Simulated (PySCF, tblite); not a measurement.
Isomers of C2H11ClOSi3, one GFN2-xTB conformer each. Single-point energies are computed at PBE0/pcSseg-1 (PySCF, gas phase, no added dispersion term), electronic only.

```json
{"SMILES": "C[SiH2][SiH2]O[SiH2]CCl", "GFN2-xTB relative energy (kcal/mol)": "0.0"}
{"SMILES": "[SiH3]OCC([SiH3])([SiH3])Cl", "GFN2-xTB relative energy (kcal/mol)": "22.0"}
```

Conformers: `[CH3:1][SiH2:2][SiH2:3][O:4][SiH2:5][CH2:6][Cl:7]` with C1–Si2–Si3–O4 -179°, Si2–Si3–O4–Si5 -67°, Si3–O4–Si5–C6 -30°, O4–Si5–C6–Cl7 60°; `[SiH3:1][O:2][CH2:3][C:4]([SiH3:5])([SiH3:6])[Cl:7]` with Si1–O2–C3–C4 180°, O2–C3–C4–Si5 65°.

**Question.** What does PBE0/pcSseg-1 give for the same structures?

**Answer.** 
| SMILES | PBE0/pcSseg-1 E (Eh) | PBE0/pcSseg-1 (kcal/mol) | GFN2-xTB (kcal/mol) | point group |
| --- | --- | --- | --- | --- |
| C[SiH2][SiH2]O[SiH2]CCl | -1486.03877 | 0.0 | 0.0 | C1 |
| [SiH3]OCC([SiH3])([SiH3])Cl | -1485.95900 | 50.1 | 22.0 | Cs |

Both levels put the same isomer lowest. As drawn, the lower has an Si–Si bond, which the higher lacks.

**Question.** Which frontier levels, dipoles and rotational constants go with these structures?

**Answer.** 
```
                     SMILES  HOMO (eV, PBE0/pcSseg-1)  LUMO (eV)  dipole (D)       A, B, C (MHz)
    C[SiH2][SiH2]O[SiH2]CCl                     -7.85      -0.54        0.89  1686, 666.0, 538.2
[SiH3]OCC([SiH3])([SiH3])Cl                     -7.84      -0.22        1.69  1621, 699.8, 660.7
```

**Question.** What happens when harmonic zero-point energies from GFN2-xTB frequencies are added?

**Answer.** 
```csv
SMILES,ZPE (kcal/mol),electronic (kcal/mol),with ZPE (kcal/mol)
C[SiH2][SiH2]O[SiH2]CCl,74.0,0.0,0.0
[SiH3]OCC([SiH3])([SiH3])Cl,70.0,50.1,46.1
```

The zero-point energies span 4.0 kcal/mol. The order is unchanged.
